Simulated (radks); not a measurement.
Results of a calculation; reference values are marked as such.
Problem. Valence configurations of the gold ion Au3+ (all share [Xe]). Level of theory: scalar-relativistic Kohn-Sham, SCAN, spin-polarised, spherical densities, finite nucleus; open shells are filled with parallel spins first (spin-orbit coupling, left out, can overturn this in heavy ions); meta-GGA in the generalised Kohn-Sham scheme; Fermi nuclear charge, rms radius 5.4371 fm (a radial shooting solver on a logarithmic mesh with Libxc functionals). Order these by energy: 4f12 5d8 6s2; 4f14 5d8; 4f13 5d7 6p2; 4f14 5d7 6p1; 4f13 5d8 6s1; 4f13 5d9; 4f13 5d8 6p1; 4f12 5d8 6p2; 4f13 5d7.5 6s1 6p0.5; 4f14 5d7 6s1.

Solution. From the lowest, in eV above it: 4f14 5d8 0.000; 4f14 5d7 6s1 6.182; 4f14 5d7 6p1 16.864; 4f13 5d9 83.276; 4f13 5d8 6s1 91.530; 4f13 5d7.5 6s1 6p0.5 101.05; 4f13 5d8 6p1 102.35; 4f13 5d7 6p2 122.24; 4f12 5d8 6s2 198.47; 4f12 5d8 6p2 219.25. NIST lists [Xe] 4f14 5d8 as the ground configuration; this level of theory agrees among the configurations tried. The energies are those of spherical high-spin densities, not of single terms.
